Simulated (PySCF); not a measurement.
C3H2BrF, SMILES C=C=C(F)Br. Atoms are numbered in the order given.

```xyz
7

C     -0.8173     2.7734     0.0000
C     -0.1385     1.6562     0.0000
C      0.5179     0.5271     0.0000
F      1.8385     0.4339     0.0000
Br    -0.3341    -1.1477     0.0000
H     -1.1130     3.2621    -0.9361
H     -1.1130     3.2621     0.9361
```

Geometry: PBE0-D3(BJ)/def2-SVP.

Computed with TDDFT-PBE/def2-SVPD in PySCF.

Vertical excitations.  State labels are in the subgroup Cs.

Computed UV-visible absorptions:
| state | symmetry | energy (eV) | λ (nm) | f | main pairs |
|---|---|---|---|---|---|
| S1 | A" | 3.90 | 318 | 0.000 | HOMO→LUMO 100 % |
| S2 | A' | 5.25 | 236 | 0.026 | HOMO−1→LUMO 73 %, HOMO−2→LUMO 21 % |
| S3 | A" | 5.58 | 222 | 0.000 | HOMO→LUMO+2 94 % |
| S4 | A" | 5.89 | 211 | 0.000 | HOMO−3→LUMO 93 % |
| S5 | A' | 6.11 | 203 | 0.018 | HOMO−2→LUMO 42 %, HOMO→LUMO+1 33 %, HOMO−1→LUMO+2 15 % |
| S6 | A" | 6.20 | 200 | 0.007 | HOMO→LUMO+3 98 % |
| S7 | A" | 6.24 | 199 | 0.000 | HOMO−1→LUMO+1 97 % |
| S8 | A' | 6.44 | 192 | 0.288 | HOMO→LUMO+1 38 %, HOMO−1→LUMO+2 37 %, HOMO−3→LUMO+1 10 %, HOMO−1→LUMO 7 % |
| S9 | A" | 6.97 | 178 | 0.002 | HOMO→LUMO+4 99 % |
| S10 | A" | 7.06 | 176 | 0.000 | HOMO−2→LUMO+1 99 % |
| T1 | A" | 3.52 | 353 | 0 | HOMO→LUMO 100 % |
| T2 | A' | 4.10 | 303 | 0 | HOMO−1→LUMO 77 %, HOMO−2→LUMO 13 % |
| T3 | A' | 4.39 | 283 | 0 | HOMO→LUMO+1 90 % |
| T4 | A" | 5.15 | 241 | 0 | HOMO→LUMO+2 97 % |
Triplets are in the Tamm–Dancoff approximation, which puts them higher than full response would, so one can lie above its singlet here.
